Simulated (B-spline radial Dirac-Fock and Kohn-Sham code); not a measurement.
**Dipole and non-dipole photoemission parameters of He 1s**

System: the free helium atom in the configuration 1s2; threshold 22.47 eV (orbital energy of the model). Level of theory: Dirac-Hartree-Slater photoionisation with a Latter tail; cross sections with all multipoles, angular parameters from the dipole term and its interference with E2; a radial finite-basis atomic code.

Input of the calculation (task.json; shells as n, l, electrons):

```json
{"items": [{
  "Z": 2,
  "q": 0,
  "cfg": [[1, 0, 2]],
  "A": 4,
  "rrms": 1.6755,
  "do": "xps",
  "hv": [91.4, 100, 140.0, 152.0, 168.0, 361.0, 400, 434.0, 445.0, 520.0, 602.0, 755.0, 1000, 1040.0, 1253.6, 1486.9, 1850.0, 2984.4, 3110.0, 3830.0, 4000, 4960.0, 5414.7, 6880.0, 7370.0, 8240.0, 8700.0, 9610.0, 10800.0, 12600.0]
}]}
```

Run with: `python xray2_run.py task.json out`

For linearly polarised light dσ/dΩ = σ/(4π) [1 + β P₂(cos θ) + (δ + γ cos²θ) sin θ cos φ], with θ from the polarisation vector and φ the angle between the beam and the projection of the electron momentum on the plane normal to the polarisation.

```
hν (eV)    σ (kb)      β      γ
   91.4       392  2.000  0.151
    100       314  2.000  0.161
    140       134  2.000  0.201
    152       108  2.000  0.213
    168      82.9  2.000  0.228
    361      9.59  2.000  0.391
    400      7.05  2.000  0.420
    434      5.50  2.000  0.445
    445      5.10  2.000  0.453
    520      3.15  2.000  0.504
    602      1.98  2.000  0.555
    755     0.958  2.000  0.635
   1000     0.384  2.000  0.736
   1040     0.338  2.000  0.751
 1253.6     0.184  2.000  0.821
 1486.9     0.106  2.000  0.891
   1850    0.0522  2.000  0.992
 2984.4    0.0109  2.000  1.287
   3110   0.00951  2.000  1.317
   3830   0.00472  2.000  1.476
   4000   0.00407  2.000  1.510
   4960   0.00196  2.000  1.682
 5414.7   0.00146  2.000  1.751
   6880  0.000649  2.000  1.947
   7370  0.000516  2.000  2.008
   8240  0.000356  2.000  2.118
   8700         ?      ?      ?
   9610  0.000213  2.000  2.300
  10800  0.000143  2.000  2.459
  12600  8.46e-05  2.000  2.680
```

Task: Give the values at 8700 eV.

Result: σ = 0.000297 kb, β = 2.000, γ = 2.178. For an s subshell δ is negligible.
